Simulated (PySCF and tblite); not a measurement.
Results of a calculation; reference values are marked as such.
System: C₄H₅FO₃, numbered as in [CH3:1][O:2][C:3](=[O:4])/[CH:5]=[C:6](/[OH:7])[F:8].

Geometries: GFN2-xTB; energies: PBE0/pcSseg-1 + D3(BJ); zero-point and thermal terms from GFN2-xTB harmonic modes (soft modes blended into free rotors). Rates follow Eyring's equation with the number of equivalent paths and no tunnelling. (PySCF 2.14 with density fitting, tblite 0.8.)

(1) What barrier does the rotation about the C3–O2 bond (torsion O4–C3–O2–C1 from 0° to 180°, rising) meet, and how fast is it at 298 K?

Results:

(1) The electronic barrier is 12.6 kcal/mol and ΔG‡(298 K) 12.6 kcal/mol, over a C1 saddle with an imaginary mode of 137i cm⁻¹ (GFN2-xTB). With 2 equivalent paths, k is 6780 s⁻¹, a mean lifetime of the start of 150 µs against this motion. The end lies 8.3 kcal/mol above the start in free energy.
